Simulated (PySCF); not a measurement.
CH₅CdNO, SMILES C[O][Cd][NH2].

Coordinates come from a B3LYP-D3(BJ)/def2-SVP optimisation. The structure was generated by enumeration; whether it is a known compound was not checked. The def2 effective core potentials stand for the cores of Cd; spin–orbit coupling is left out. Other conformers were not sampled.

These are B3LYP/def2-TZVPD run with PySCF values and carry that method's errors.

Isolated molecule, no solvent.

```json
{
  "total_energy": "-338.97424 hartree",
  "point_group": "Cs",
  "highest_occupied_level": "-6.84 eV",
  "lowest_empty_level": "-1.46 eV",
  "orbital_gap": "5.37 eV",
  "dipole_moment": "1.23 D",
  "quadrupole, principal values (traceless, Buckingham form, about the centre of nuclear charge)": "-11.90, 5.40, 6.50 D·Å",
  "mean_static_polarisability": "61.3 bohr³ (9.08 Å³)",
  "polarisability_principal_values": "46.6, 50.4, 86.8 bohr³"
}
```
